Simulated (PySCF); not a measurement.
All of these have the formula C5H9NOSi. Level of theory: TDDFT wB97X-D/def2-SVPD, vertical, gas phase, core orbitals frozen in the response (PySCF 2.14.0, density-fitted response routines). Geometries: GFN2-xTB; one conformer of each isolated species. Triplets are in the Tamm–Dancoff approximation.

A. `C=C1CN[SiH2]C(=O)C1`
B. `C[Si@@H]1CC[C@@H](C#N)O1`
C. `C1[Si@H](NCC=1)C(=O)C`
D. `C1=CN(C1)[SiH2]C(C)=O`

Lowest singlet levels (six at most, fewer where fewer were computed) with oscillator strengths:

1. 370 nm (f 0.001); 228 nm (f 0.008); 214 nm (f 0.041); 194 nm (f 0.014); 190 nm (f 0.039); 188 nm (f 0.002); T1 2.73 eV
2. 350 nm (f 0.001); 270 nm (f 0.022); 224 nm (f 0.002); 213 nm (f 0.028); 209 nm (f 0.164); 190 nm (f 0.027); T1 2.93 eV
3. 359 nm (f 0.001); 230 nm (f 0.018); 205 nm (f 0.014); 197 nm (f 0.100); 195 nm (f 0.005); 191 nm (f 0.044); T1 2.85 eV
4. 163 nm (f 0.000); 160 nm (f 0.003); 154 nm (f 0.019); 152 nm (f 0.010); 151 nm (f 0.003); 148 nm (f 0.058); T1 6.51 eV

**Question.** Match each spectrum to its molecule.

**Answer.** 1 = C, 2 = D, 3 = A, 4 = B.
- A: S1 at 3.45 eV, HOMO→LUMO (79%), HOMO-1→LUMO (9%); Löwdin shares by element: HOMO oxygen 37%, carbon 24% or more, silicon 10% (atoms not listed hold the other 29%); LUMO carbon 39% or more, oxygen 25%, silicon 10% (atoms not listed hold the other 26%); HOMO -8.44 and LUMO 0.57 eV.
- B: S1 at 7.61 eV, HOMO-2→LUMO (24%), HOMO-2→LUMO+2 (13%), HOMO-2→LUMO+1 (11%); Löwdin shares by element: HOMO oxygen 34%, carbon 19% or more, silicon 15%, hydrogen 6% or more (atoms not listed hold the other 26%); LUMO carbon 22% or more, oxygen 11%, nitrogen 10% (atoms not listed hold the other 57%); HOMO -10.45 and LUMO 1.85 eV.
- C: S1 at 3.35 eV, HOMO→LUMO (82%), HOMO-1→LUMO (10%); Löwdin shares by element: HOMO oxygen 35%, nitrogen 15%, carbon 15% or more, silicon 11% (atoms not listed hold the other 25%); LUMO carbon 39% or more, oxygen 29%, silicon 13% (atoms not listed hold the other 19%); HOMO -8.28 and LUMO 0.65 eV.
- D: S1 at 3.54 eV, HOMO-1→LUMO (96%); S1 has the pattern of n→π* at C=O; HOMO -7.71 and LUMO 0.62 eV.
A and C have S1 within 0.11 eV of each other; their strongest listed levels stand at 6.29 eV (f 0.100) and 5.80 eV (f 0.041).
A and D have S1 within 0.09 eV of each other; their strongest listed levels stand at 6.29 eV (f 0.100) and 5.92 eV (f 0.164).
